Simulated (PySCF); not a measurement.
SMILES CC[C]=O (C₃H₅O), doublet, CAM-B3LYP/def2-SVP optimised geometry.

```
9

C      0.87     0.00     0.00
C     -0.65     0.00     0.00
C     -1.27    -0.73     1.17
O     -2.39    -0.72     1.52
H      1.26     0.53    -0.88
H      1.27     0.50     0.90
H      1.27    -1.02    -0.01
H     -1.07     1.02     0.00
H     -1.05    -0.50    -0.90
```

Density from PySCF with unrestricted CAM-B3LYP/def2-TZVP at that geometry.

Minimum of the electron density along straight lines between bonded atoms, close to the bond critical point (lines longer than 1.1 times the sum of covalent radii, or with two minima, are not listed):

| bond | length / Å | ρ at the minimum / e bohr⁻³ | ∇²ρ there / e bohr⁻⁵ | position (fraction from the first atom) |
|---|---|---|---|---|
| C1–C2 | 1.520 | 0.250 | -0.64 | 0.49 |
| C2–C3 | 1.514 | 0.249 | -0.62 | 0.48 |
| C3–O4 | 1.177 | 0.446 | 0.38 | 0.33 |
| C1–H5 | 1.099 | 0.274 | -0.93 | 0.64 |
| C1–H6 | 1.100 | 0.274 | -0.93 | 0.64 |
| C1–H7 | 1.100 | 0.274 | -0.93 | 0.64 |
| C2–H8 | 1.104 | 0.272 | -0.92 | 0.65 |
| C2–H9 | 1.104 | 0.271 | -0.91 | 0.65 |
